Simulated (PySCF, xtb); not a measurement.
Dissociation curve of F2 (anion, charge -1), doublet.

Computed with: GFN1-xTB (xtb); UKS-M06-2X/6-31G* = unrestricted M06-2X/6-31G*, spherical d (PySCF); UHF/STO-3G = unrestricted Hartree-Fock/STO-3G (PySCF); UCCSD(T) = CCSD(T) on UHF/aug-cc-pVDZ, 2 core orbitals frozen (PySCF).

Energies relative to the lowest point of each curve near equilibrium, in kcal/mol; the last columns give the difference from UCCSD(T):

```
R / Å  GFN1-xTB  UKS-M06-2X/6-31G*  UHF/STO-3G  UCCSD(T)  GFN1-xTB − UCCSD(T)  UKS-M06-2X/6-31G* − UCCSD(T)  UHF/STO-3G − UCCSD(T)
-----  --------  -----------------  ----------  --------  -------------------  ----------------------------  ---------------------
1.60       22.9               17.1         3.1      18.5                  4.4                          -1.4                  -15.5
1.68       12.1                8.0         0.0       9.2                  2.9                          -1.2                   -9.2
1.79        4.2                1.8         2.1       2.4                  1.8                          -0.6                   -0.3
1.87        1.5                0.2         6.3       0.4                  1.1                          -0.2                    5.9
1.91        0.8                0.0         8.8       0.0                  0.8                           0.0                    8.8
1.98        0.1                0.3        13.6       0.1                  0.0                           0.3                   13.5
2.05        0.0                1.3        18.6       0.9                 -0.9                           0.4                   17.7
2.12        0.2                2.6        23.4       2.1                 -1.9                           0.5                   21.4
2.20        0.5                4.4        28.7       3.8                 -3.3                           0.6                   24.9
2.27        0.8                6.0        32.8       5.4                 -4.6                           0.6                   27.4
2.44        1.4               10.1        41.0       9.5                 -8.1                           0.6                   31.5
2.69        1.2               15.6        48.5      14.9                -13.7                           0.7                   33.6
2.94       -0.1               19.9        52.3      19.1                -19.2                           0.8                   33.3
3.23          —               23.1        54.3      22.3                    —                           0.8                   32.1
3.53          —               24.6        55.1      24.2                    —                           0.5                   31.0
3.99          —               25.0        55.6      25.7                    —                          -0.6                   30.0
4.41          —               24.6        55.8      26.3                    —                          -1.7                   29.6
4.86          —               24.0        56.0      26.7                    —                          -2.7                   29.3
5.33          —               23.4        56.1      26.9                    —                          -3.5                   29.2
5.92          —               22.8        56.2      27.1                    —                          -4.3                   29.1
6.97          —               21.9        56.3      27.2                    —                          -5.3                   29.0
7.83          —               21.4        56.3      27.3                    —                          -5.9                   29.0
```

GFN1-xTB is furthest from UCCSD(T) at 2.94 (-19.2 kcal/mol, below); its mean absolute difference over the points is 4.8 kcal/mol.

UKS-M06-2X/6-31G* is furthest from UCCSD(T) at 7.83 (-5.9 kcal/mol, below); its mean absolute difference over the points is 1.5 kcal/mol.

UHF/STO-3G is furthest from UCCSD(T) at 2.69 (33.6 kcal/mol, above); its mean absolute difference over the points is 23.2 kcal/mol.

Dashes: no converged value, or the column stops at the first point that the program doubted or that broke a chosen test of continuity, which isn't proof of a fault.

Where the anion isn't bound against loss of the electron, the finite basis alone holds it.
